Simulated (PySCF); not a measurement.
Geometries of 2 isomers of C5H4ClNO, from PySCF, PBE0-D3(BJ)/def2-SVP geometry optimisation, gas phase. One conformer each, no zero-point energy, no frequencies.

Problem. Which is lower in electronic energy at this level?
A.
```xyz
12
angstrom
O     -1.462   -2.252    0.445
C     -0.299   -1.696    0.789
C      0.037   -0.432    0.283
C      1.256    0.104    0.671
C      2.095   -0.606    1.531
C      1.642   -1.851    1.960
Cl     2.638   -2.786    3.028
N      0.488   -2.382    1.606
H     -1.496   -3.109    0.896
H     -0.648    0.087   -0.387
H      1.562    1.086    0.302
H      3.059   -0.219    1.859
```
B.
```xyz
12
angstrom
O     -2.235   -0.103   -0.098
C     -0.909   -0.010    0.033
C     -0.235    1.055   -0.585
C      1.139    1.126   -0.433
C      1.787    0.144    0.322
Cl     3.501    0.183    0.544
C      1.026   -0.871    0.894
N     -0.294   -0.939    0.747
H     -2.497   -0.893    0.396
H     -0.792    1.793   -1.163
H      1.716    1.932   -0.892
H      1.509   -1.651    1.490
```

Solution. A. That is 6-chloro-2-hydroxypyridine, `OC1=NC(Cl)=CC=C1`, 3.2 kcal/mol below the other.

```csv
SMILES,atoms numbered as above,E (Eh),relative (kcal/mol),relative (kJ/mol),dipole (D)
Oc1cccc(Cl)n1,[OH:1][c:2]1[cH:3][cH:4][cH:5][c:6]([Cl:7])[n:8]1,-782.24153,0.0,0.0,1.64
Oc1ccc(Cl)cn1,[OH:1][c:2]1[cH:3][cH:4][c:5]([Cl:6])[cH:7][n:8]1,-782.23650,3.2,13.2,0.77
```
